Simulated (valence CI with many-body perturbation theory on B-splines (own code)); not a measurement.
The numbers below are computed, except where a source is named.
**Level structure of Sm47+**

Method: configuration interaction combined with many-body perturbation theory (CI+MBPT): five valence electrons over a frozen Dirac-Fock core [Ne], a basis of 9 s, 9 p, 8 d, 6 f, 3 g, 1 h functions for each j, with the one-electron correlation potential Σ1, the two-electron term Σ2, the three-electron term Σ3, Breit, model QED; selected CI, second order for the rest (own B-spline code, finite nucleus).

The last digits are not significant, and no measured levels were compared; by estimate large intervals hold to a few tenths of a per cent, small ones and those within an open d or f shell to about a per cent. Among the levels kept, up to 620 cm⁻¹ of a level comes from second order outside the variational space, and about a tenth of that is noise between levels of different J, which matters for small intervals.

Levels 1 to 45 of 53, with energies above the lowest level, (3s^2 3p1/2^2 3p3/2) J=3/2. "Leading %" is the weight of the configuration and term that name the level; weights of strongly mixed levels are sums over their largest components and can fall short. In the jj column 3d3/2^4 stands for four electrons in 3d with j = 3/2.

```tsv
No.	Configuration	Term	J	E (eV)	Leading %	Leading jj	Second component
1	3s2 3p3	2P°	3/2	0.00	46	3s^2 3p1/2^2 3p3/2 (99 %)	27 % 3s2 3p3 4S°
2	3s2 3p3	4S°	3/2	142.32	54	3s^2 3p1/2 3p3/2^2 (98 %)	45 % 3s2 3p3 2D°
3	3s2 3p3	2D°	5/2	152.01	99	3s^2 3p1/2 3p3/2^2 (99 %)	
4	3s2 3p3	2P°	1/2	164.13	98	3s^2 3p1/2 3p3/2^2 (98 %)	
5	3s2 3p2 3d	2D	3/2	182.50	38	3s^2 3p1/2^2 3d3/2 (98 %)	36 % 3s2 3p2 3d 4F
6	3s2 3p2 3d	2D	5/2	225.91	28	3s^2 3p1/2^2 3d5/2 (92 %)	20 % 3s2 3p2 3d 4D
7	3s 3p4	4P	5/2	275.65	65	3s 3p1/2^2 3p3/2^2 (87 %)	22 % 3s 3p4 2D
8	3s 3p4	2P	3/2	299.32	31	3s 3p1/2^2 3p3/2^2 (71 %)	27 % 3s 3p4 2D
9	3s 3p4	2S	1/2	299.35	52	3s 3p1/2^2 3p3/2^2 (84 %)	29 % 3s 3p4 4P
10	3s2 3p3	2P°	3/2	307.92	52	3s^2 3p3/2^3 (98 %)	28 % 3s2 3p3 2D°
11	3s2 3p2 3d	2F	5/2	323.48	47	3s^2 3p1/2 3p3/2 3d3/2 (98 %)	46 % 3s2 3p2 3d 4F
12	3s2 3p2 3d	4F	3/2	325.41	33	3s^2 3p1/2 3p3/2 3d3/2 (93 %)	29 % 3s2 3p2 3d 4D
13	3s2 3p2 3d	4D	1/2	325.70	79	3s^2 3p1/2 3p3/2 3d3/2 (98 %)	14 % 3s2 3p2 3d 2P
14	3s2 3p2 3d	2G	7/2	333.18	46	3s^2 3p1/2 3p3/2 3d3/2 (95 %)	27 % 3s2 3p2 3d 2F
15	3s2 3p2 3d	2D	5/2	356.46	32	3s^2 3p1/2 3p3/2 3d3/2 (83 %)	24 % 3s2 3p2 3d 2F
16	3s2 3p2 3d	4D	7/2	359.00	47	3s^2 3p1/2 3p3/2 3d5/2 (99 %)	37 % 3s2 3p2 3d 4F
17	3s2 3p2 3d	4P	3/2	363.07	28	3s^2 3p1/2 3p3/2 3d3/2 (78 %)	24 % 3s2 3p2 3d 2D
18	3s2 3p2 3d	2P	1/2	363.37	39	3s^2 3p1/2 3p3/2 3d3/2 (88 %)	34 % 3s2 3p2 3d 4P
19	3s2 3p2 3d	2P	3/2	365.44	41	3s^2 3p1/2 3p3/2 3d5/2 (89 %)	20 % 3s2 3p2 3d 4P
20	3s2 3p2 3d	2G	9/2	369.40	59	3s^2 3p1/2 3p3/2 3d5/2 (99 %)	40 % 3s2 3p2 3d 4F
21	3s2 3p2 3d	2D	5/2	369.61	33	3s^2 3p1/2 3p3/2 3d5/2 (88 %)	31 % 3s2 3p2 3d 2F
22	3s2 3p2 3d	2F	7/2	388.67	53	3s^2 3p1/2 3p3/2 3d5/2 (92 %)	24 % 3s2 3p2 3d 2G
23	3s2 3p2 3d	2D	5/2	389.83	40	3s^2 3p1/2 3p3/2 3d5/2 (88 %)	28 % 3s2 3p2 3d 4P
24	3s2 3p2 3d	2D	3/2	395.35	61	3s^2 3p1/2 3p3/2 3d5/2 (93 %)	17 % 3s2 3p2 3d 2P
25	3s2 3p2 3d	2P	1/2	397.86	51	3s^2 3p1/2 3p3/2 3d5/2 (90 %)	35 % 3s2 3p2 3d 2S
26	3s 3p4	4P	3/2	430.36	59	3s 3p1/2 3p3/2^3 (80 %)	20 % 3s 3p4 2D
27	3s 3p4	2D	5/2	443.02	63	3s 3p1/2 3p3/2^3 (80 %)	18 % 3s 3p4 4P
28	3s 3p3 3d	4D°	5/2	452.60	28	3s 3p1/2^2 3p3/2 3d3/2 (92 %)	24 % 3s 3p3 3d 6D°
29	3s 3p3 3d	6D°	3/2	454.40	29	3s 3p1/2^2 3p3/2 3d3/2 (93 %)	18 % 3s 3p3 3d 4D°
30	3s 3p3 3d	4P°	1/2	455.63	42	3s 3p1/2^2 3p3/2 3d3/2 (93 %)	36 % 3s 3p3 3d 6D°
31	3s 3p4	2P	1/2	459.54	44	3s 3p1/2 3p3/2^3 (71 %)	28 % 3s 3p4 4P
32	3s 3p3 3d	4F°	7/2	459.65	24	3s 3p1/2^2 3p3/2 3d3/2 (84 %)	23 % 3s 3p3 3d 6D°
33	3s 3p4	2P	3/2	461.17	44	3s 3p1/2 3p3/2^3 (75 %)	24 % 3s 3p4 2D
34	3s 3p3 3d	4F°	3/2	474.34	25	3s 3p1/2^2 3p3/2 3d3/2 (76 %)	16 % 3s 3p3 3d 2D°
35	3s 3p3 3d	4G°	5/2	486.41	25	3s 3p1/2^2 3p3/2 3d3/2 (83 %)	20 % 3s 3p3 3d 2F°
36	3s 3p3 3d	4F°	9/2	488.75	45	3s 3p1/2^2 3p3/2 3d5/2 (96 %)	37 % 3s 3p3 3d 6D°
37	3s 3p3 3d	4D°	1/2	489.57	46	3s 3p1/2^2 3p3/2 3d3/2 (86 %)	22 % 3s 3p3 3d 2P°
38	3s 3p3 3d	4D°	5/2	501.35	31	3s 3p1/2^2 3p3/2 3d5/2 (92 %)	20 % 3s 3p3 3d 4P°
39	3s2 3p2 3d	2D	5/2	501.38	30	3s^2 3p3/2^2 3d3/2 (84 %)	19 % 3s2 3p2 3d 2F
40	3s2 3p2 3d	2F	7/2	502.27	49	3s^2 3p3/2^2 3d3/2 (91 %)	20 % 3s2 3p2 3d 2G
41	3s2 3p2 3d	4P	3/2	503.26	24	3s^2 3p3/2^2 3d3/2 (77 %)	23 % 3s2 3p2 3d 2D
42	3s2 3p2 3d	4P	1/2	503.95	36	3s^2 3p3/2^2 3d3/2 (77 %)	22 % 3s2 3p2 3d 2P
43	3s 3p3 3d	2P°	3/2	509.15	32	3s 3p1/2^2 3p3/2 3d5/2 (78 %)	25 % 3s 3p3 3d 2D°
44	3s 3p3 3d	2F°	7/2	509.53	31	3s 3p1/2^2 3p3/2 3d5/2 (79 %)	26 % 3s 3p3 3d 4D°
45	3s2 3p2 3d	2F	7/2	514.55	53	3s^2 3p3/2^2 3d5/2 (95 %)	34 % 3s2 3p2 3d 4D
```

The ionisation energy to 3s2 3p2 3P_0 of the next ion comes out as 3974.1 eV (NIST: 3971 ± 4 eV (theoretical)). All 53 levels together are meant to be complete up to 536.73 eV.
